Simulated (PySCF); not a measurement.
# UHF on Nb (niobium, neutral)

Configuration: [Kr] 4d3 5s1 6s1, high-spin 6F determinant (an excited configuration). All numbers are calculated (PySCF 2.14, the spin-free X2C one-electron Hamiltonian (Gaussian nucleus), in aug-cc-pwCVTZ-DK).

| Quantity | Value |
| --- | --- |
| Total energy | -3816.990787 hartree |
| One-electron energy | -5261.4610 hartree |
| Hartree (Coulomb) energy | 1562.1812 hartree |
| Exchange energy | -117.7110 hartree |
| ⟨S²⟩ | 8.7560 |
| ⟨L²⟩ | 12.058 |
| Sum of ⟨r⟩ | 37.71 bohr |
| Sum of ⟨r²⟩ | 142.5 bohr² |
| Langevin diamagnetic susceptibility | -113 ×10⁻⁶ cm³/mol |

| shell | electrons | mean orbital energy (hartree) | spread (hartree) | rms radius, mean of both spins (bohr) |
| --- | --- | --- | --- | --- |
| 1s α | 1 | -701.60640 | 0 | 0.0415 |
| 1s β | 1 | -701.60559 | 0 | 0.0415 |
| 2s α | 1 | -101.06379 | 0 | 0.171 |
| 2s β | 1 | -101.04243 | 0 | 0.171 |
| 2p α | 3 | -90.06483 | 0 | 0.152 |
| 2p β | 3 | -90.04601 | 0 | 0.152 |
| 3s α | 1 | -18.23512 | 0 | 0.471 |
| 3s β | 1 | -18.22123 | 0 | 0.471 |
| 3p α | 3 | -14.53007 | 0 | 0.478 |
| 3p β | 3 | -14.51720 | 0 | 0.478 |
| 3d α | 5 | -8.47112 | 0.02951 | 0.473 |
| 3d β | 5 | -8.44133 | 0.00689 | 0.473 |
| 4s α | 1 | -2.96827 | 0 | 1.24 |
| 4s β | 1 | -2.82873 | 0 | 1.24 |
| 4p α | 3 | -1.90608 | 0 | 1.39 |
| 4p β | 3 | -1.72438 | 0 | 1.39 |
| 4d α | 3 | -0.52313 | 0 | 2.08 |
| 5s α | 1 | -0.37188 | 0 | 3.54 |
| 6s α | 1 | -0.07981 | 0 | 9.90 |

The outer electron is Rydberg-like, and this basis confines it to a smaller radius and binds it less than a complete one would.

Densities and radii are taken from the X2C orbitals without a picture-change correction, which distorts them close to the nucleus.

Spin-orbit constants ζ (cm⁻¹) from the X2C one-electron operator on these orbitals: bare nucleus, nucleus screened by l(l+1)(2l+1)/3 electrons, and screened by the Breit-Pauli mean field of the electrons.

| shell | bare | screened nucleus | mean field |
| --- | --- | --- | --- |
| 2p | 523300 | 497800 | n/a |
| 3p | 85690 | 81510 | n/a |
| 3d | 11940 | 9029 | n/a |
| 4p | 10540 | 10030 | n/a |
| 4d | 740.8 | 560.1 | n/a |

To first order the Landé constant is A = 112.0 cm⁻¹, so the lowest level has J = 1/2 and lies 0.139 eV below the centre of the term. This holds in LS coupling only.
